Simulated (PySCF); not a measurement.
Argon: a sound run and one with changed settings

Sound run: Ar(2+) [Ne] 3s2 3p4, Ar(3+) [Ne] 3s2 3p3. Calculation: PySCF 2.14, in x2c-TZVPall; the spin-free X2C one-electron Hamiltonian (Gaussian nucleus). The sound run starts from symmetry-adapted Hartree-Fock orbitals and uses a fine grid where one is needed.

Changed run: 6 angular points. This setting is unsound on purpose.

```tsv
species	method	sound run (hartree)	changed run (hartree)	converged
Ar(2+)	UHF	-527.11003	-527.11003	yes
Ar(2+)	PBE	-527.56384	-529.48012	yes
Ar(2+)	M06-L	-527.74636	-529.85468	no
Ar(3+)	UHF	-525.66357	-525.66357	yes
Ar(3+)	PBE	-526.06732	-527.41585	yes
Ar(3+)	M06-L	-526.25770	-527.73393	yes
```

Ionisation energy of Ar(2+):

```csv
method,sound run (eV),changed run (eV)
UHF,39.360,39.360
```

A coarse angular grid integrates products of high-l functions wrongly, so density functionals can shift, and the SCF can exploit the error; Hartree-Fock and MP2 need no grid.

For comparison, NIST gives 40.735 ± 0.012 eV between the lowest levels.
